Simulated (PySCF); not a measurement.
## A computed series [M(H2O)3]3+

Computed with PySCF 2.14.0, PBE0, def2-SVP on the ligands, density fitting, scalar-relativistic core potentials, no spin-orbit coupling, vacuum. Each member is relaxed from one template within its symmetry. Distances are means of the shortest metal–ligand contacts, charges and spins Mulliken's; removal energies are rigid, with the ligand's formal charge and no counterpoise, so too large; for an anion taken off a cation in vacuum most of it is the attraction of opposite charges, and multiply charged cations can part far more cheaply with an electron moved from ligand to metal. lcecp potentials hold a fixed number of 4f electrons in the core, out of states, spins and gaps.

```
metal      basis on the metal        point group  M–H2O (Å)  charge on M (e)  removal of one H2O (eV)  strongest infrared band, degenerate modes summed (cm⁻¹)    unstable modes (below −25 cm⁻¹)
    Y     def2-SVP with ECP28                D3h      2.229             1.89                     3.91                                                        –                                  4
   Ce  lcecp-1-SVP with ECP47  D3, nearly planar      2.380             2.07                     3.46                                                     3591   0 (lowest -7 cm⁻¹, within noise)
   Pm  lcecp-1-SVP with ECP50                 D3      2.323             2.02                     3.63                                                     3581  0 (lowest -18 cm⁻¹, within noise)
   Gd  lcecp-1-SVP with ECP53                D3h      2.290             2.02                     3.70                                                        –                                  4
   Yb  lcecp-1-SVP with ECP59                 D3      2.196             1.93                     4.06                                                     3550  0 (lowest -20 cm⁻¹, within noise)
   Bi     def2-SVP with ECP60                 D3      2.309             1.97                     3.58                                                        –                                  1
```

(1) A further member has point group D3, M–H2O (Å) 2.235, charge on M (e) 1.95, removal of one H2O (eV) 3.92, strongest infrared band, degenerate modes summed (cm⁻¹) 3559, unstable modes (below −25 cm⁻¹) 0 (lowest -17 cm⁻¹, within noise). Which metal is it?

Members with unstable modes aren't minima as they stand: saddle points kept by symmetry or, where the modes are soft, flat surfaces and noise. Moved off a saddle point of the template and relaxed again: Ce, Pm, Ho, Yb, Bi. One start shape was tried for each, so a minimum needn't be the lowest isomer.

Answers

(1) Ho, lcecp-1-SVP with ECP56. The answer isn't unique; the calculation gave this one.
